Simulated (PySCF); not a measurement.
Computed structure and properties of [Pm(NH2)2]+

System: [Pm(NH2)2]+ (singlet in the valence; each metal's 4f electrons, 4 of them, lie in its core potential, out of spins and levels); start: displaced along the imaginary mode (Cs). Method: PySCF 2.14.0, RKS PBE0, Pm lcecp-1-SVP with ECP50, N def2-SVP, H def2-SVP; non-relativistic Hamiltonian with scalar-relativistic core potentials where named; density fitting; no spin-orbit coupling.

Input of the relaxation:

```python
mol = gto.M(atom='''
Pm    -0.00000    -0.00375    -0.23503
N      1.75299     0.02182     1.00307
H      2.31156    -0.82775     1.28416
H      2.00258     0.79411     1.67581
N     -1.75299     0.02182     1.00307
H     -2.00258     0.79411     1.67581
H     -2.31156    -0.82775     1.28416''',
    basis={'Pm': 'lcecp-1-SVP', 'N': 'def2-SVP', 'H': 'def2-SVP'},
    ecp={'Pm': 'lcecp-1-SVP'},
    charge=1, spin=0)
mf = dft.RKS(mol, xc='PBE0')
mf.grids.atom_grid = (50, 194)  # f atoms: unpruned, at least (60, 302)
mf = mf.density_fit()  # fitting sets: Pm AutoAux, N def2-universal-JKFIT, H def2-universal-JKFIT
mf.conv_tol = 1e-08; mf.max_cycle = 55
mf.kernel(dm0)  # dm0: converged density of the start geometry
# quasi-Newton relaxation in Cartesian coordinates to a largest gradient under 0.00045 Eh/bohr, steps kept in the point group
```

Run from Python with OMP_NUM_THREADS=2; the lines above give its settings. Where DIIS fails, smearing, a level shift and second-order steps follow.
It took 49 s on 2 threads of Arm Neoverse V1, on a shared host, from the converged density of the start.

Course of the relaxation:

```
step  energy above end (eV)  largest force component within the symmetry (eV/Å)
   0                 0.5505                                               1.147
   1                 0.4044                                               0.261
   2                 0.2973                                               0.736
   3                 0.2540                                               1.023
   4                 0.1642                                               0.447
   5                 0.1501                                               1.126
   6                 0.0808                                               0.225
   7                 0.0561                                               0.305
  12                 0.0022                                               0.092
  13                 0.0011                                               0.062
  14                 0.0007                                               0.051
  15                 0.0002                                               0.029
  16                 0.0001                                               0.015
  17                 0.0000                                               0.016
```
(The steps between are left out.)

Relaxed geometry (C2v):

```xyz
7

Pm    0.0000   -0.7767    0.0129
N     1.6931   -0.0307    1.0636
H     2.6912   -0.1573    0.8790
H     1.6335    0.5626    1.8964
N    -1.6931   -0.0307    1.0636
H    -1.6335    0.5626    1.8964
H    -2.6912   -0.1573    0.8790
```

| contact | Å |
| --- | --- |
| Pm1–N2 (NH2) | 2.128 |
| Pm1–N5 (NH2) | 2.128 |

On the finer grid (75, 302):

- HOMO: -11.52 eV
- LUMO: -6.37 eV
- Dipole about the centre of mass: 2.85 D
- Set of Mulliken populations of Pm1 outside the core potential: s 2.16, p 6.12, d 1.42, f 0.07
- D3(BJ) dispersion energy (not in the energies): -0.095 eV

```tsv
atom	Mulliken (e)	Löwdin (e)	spin (e)
Pm1	1.23	1.04	0.00
N2	-0.47	-0.23	0.00
H3	0.17	0.10	0.00
H4	0.18	0.11	0.00
N5	-0.47	-0.23	0.00
H6	0.18	0.11	0.00
H7	0.17	0.10	0.00
```

The 4f levels lie in the core potential and are missing. Their spin isn't counted.

On the grid (50, 194), as all that follows. Harmonic modes: a minimum; lowest 129 cm⁻¹ (negative: unstable), highest 3599 cm⁻¹, zero-point energy 1.309 eV.

Taking off one NH2 (charge -1, singlet; the rest: singlet) in vacuum, both parts rigid, costs 16.70 eV; the small basis without counterpoise inflates it. Most of it is the attraction of opposite charges; other ways to part are cheaper, and one spin state was tried for the rest.

Rigid scan of NH2 along the line from its metal:

```tsv
distance to N2 (Å)	energy (eV)
1.83	1.283
1.93	0.496
2.03	0.108
2.13	0.000
2.23	0.086
2.33	0.302
2.53	0.958
2.83	2.128
3.23	3.564
3.73	4.870
```

One start shape was tried, so this needn't be the lowest isomer.

An lcecp potential fixes the number of 4f electrons, so in runs with it no electron can move into or out of that shell.
